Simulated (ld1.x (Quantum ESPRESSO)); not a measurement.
Reading a pseudo-wave (silver)

Columns: radius, all-electron u(r) and pseudo u(r) of the 4d shell (level -9.36 eV) of silver in the configuration [Ar] 3d10 4s2 4p6 4d10 5s0.75 5p0; PBE, scalar-relativistic, TM scheme, ld1.x (Quantum ESPRESSO) 7.5.

```
r (bohr)  all-electron   pseudo
   0.057        0.0736  -0.0010
   0.115        0.2659  -0.0079
   0.172        0.4108  -0.0255
   0.230        0.4479  -0.0583
   0.288        0.3830  -0.1079
   0.345        0.2525  -0.1728
   0.402        0.0880  -0.2513
   0.460       -0.0893  -0.3412
   0.518       -0.2596  -0.4358
   0.575       -0.4106  -0.5282
   0.632       -0.5407  -0.6151
   0.690       -0.6500  -0.6939
   0.747       -0.7350  -0.7594
   0.805       -0.8002  -0.8125
   0.862       -0.8458  -0.8513
   0.920       -0.8757  -0.8778
   0.977       -0.8918  -0.8924
   1.035       -0.8969  -0.8970
   1.092       -0.8932  -0.8932
   1.150       -0.8822  -0.8822
   1.208       -0.8659  -0.8659
   1.265       -0.8458  -0.8458
   1.322       -0.8228  -0.8228
   1.380       -0.7973  -0.7973
   1.438       -0.7704  -0.7704
   1.495       -0.7432  -0.7432
```

**Question.** How many radial nodes do the two functions have?

**Answer.** The all-electron 4d function has n − l − 1 = 1; the pseudo-wave has 0, since the states of the same l below it are removed with the core.

**Question.** At about which radius was the pseudo-wave matched?

**Answer.** 1.15 bohr. The columns agree to 0.0005 from 1.03 bohr on; several derivatives are matched, so the curves merge somewhat inside the radius.

**Question.** Is the pseudo-wave norm-conserving?

**Answer.** Yes: the TM scheme keeps the norm inside the radius equal to the all-electron one, which fixes the energy derivative of the logarithmic derivative at the level.
